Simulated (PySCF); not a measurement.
B(Cl)(Me)(NH2) (CH5BClN), SMILES ClB(C)N. Heavy atoms are numbered as in [B:1]([Cl:2])([CH3:3])[NH2:7]. Hydrogens are named by the atom that carries them.

The structure is a stationary point at B3LYP-D3(BJ)/def2-SVP. The values are those of a single conformer.

Level of theory: B3LYP/pcSseg-1 run with PySCF.

GIAO shieldings, no solvent; atoms alike by connectivity are averaged. δ = σ(ref) − σ: ¹¹B against BF3 (σ = 86.3 ppm); ³⁵Cl against HCl (σ = 933.3 ppm); ¹³C against TMS (σ = 181.3 ppm); ¹H against TMS (σ = 31.68 ppm); ¹⁵N against NH3 (σ = 265.5 ppm), references at their B3LYP-D3(BJ)/def2-TZVP geometries, non-relativistic (without spin–orbit terms, shifts of atoms bonded to Cl or Br come out too high).

Problem. Estimate the chemical shifts. (The exact figures need the calculation; the answer reports its results.)

Solution. 
```json
[
 {"nucleus": "¹¹B", "atoms": "B1", "count": "1", "δ (ppm)": "31.2"},
 {"nucleus": "³⁵Cl", "atoms": "Cl2", "count": "1", "δ (ppm)": "97.5"},
 {"nucleus": "¹³C", "atoms": "C3 (CH3)", "count": "1", "δ (ppm)": "7.8"},
 {"nucleus": "¹H", "atoms": "H on N7", "count": "2", "δ (ppm)": "3.92"},
 {"nucleus": "¹H", "atoms": "H on C3", "count": "3", "δ (ppm)": "0.84"},
 {"nucleus": "¹⁵N", "atoms": "N7 (NH2)", "count": "1", "δ (ppm)": "111.0"}
]
```
